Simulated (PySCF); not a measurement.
Species: C9H7NSi.
Cartesian coordinates in Å at the PBE0-D3(BJ)/def2-SVP level; atoms count from 1:
```
atom  x, y, z in Å
N1    -4.360   -1.934    0.739
C2    -3.366   -1.355    0.597
C3    -2.134   -0.645    0.425
C4    -2.147    0.744    0.235
C5    -0.945    1.433    0.070
C6     0.266    0.749    0.094
C7     0.275   -0.654    0.285
C8    -0.919   -1.349    0.450
C9     1.613   -1.275    0.293
C10    2.679   -0.465    0.122
Si11   2.063    1.291   -0.080
H12   -3.101    1.274    0.218
H13   -0.971    2.516   -0.077
H14   -0.922   -2.431    0.599
H15    1.694   -2.358    0.436
H16    3.700   -0.853    0.117
H17    2.505    2.230    0.995
H18    2.372    1.909   -1.405
```

Mayer bond orders were computed from the PBE0/pcSseg-1 density (PySCF). Isolated species at its PBE0-D3(BJ)/def2-SVP geometry, gas phase.

Problem. Rank these bonds by Mayer order, highest first.
A. C3–C4
B. C2–C3
C. C9–C10
D. N1–C2
E. C10–Si11
F. Si11–C6

Solution. D (3.02), C (1.82), A (1.37), B (1.03), E (0.91), F (0.85).

Problem. Set the orders of all bonds between heavy atoms beside their lengths and the difference of the ESP-fitted charges at their ends.

Solution. 
| bond | Mayer order | length (Å) | q(first) − q(second) (e) |
| --- | --- | --- | --- |
| N1–C2 | 3.023 | 1.159 | -0.819 |
| C9–C10 | 1.822 | 1.349 | +0.027 |
| C5–C6 | 1.431 | 1.391 | +0.044 |
| C4–C5 | 1.423 | 1.395 | -0.073 |
| C3–C4 | 1.374 | 1.402 | +0.237 |
| C7–C8 | 1.365 | 1.392 | +0.689 |
| C6–C7 | 1.362 | 1.416 | -0.522 |
| C8–C3 | 1.341 | 1.404 | -0.374 |
| C7–C9 | 1.078 | 1.475 | +0.642 |
| C2–C3 | 1.033 | 1.433 | +0.339 |
| C10–Si11 | 0.910 | 1.872 | -0.753 |
| Si11–C6 | 0.849 | 1.885 | +0.607 |

The Mayer order sums products of elements of PS (density times overlap matrix) between the two atoms' basis functions, so it depends on the basis set.
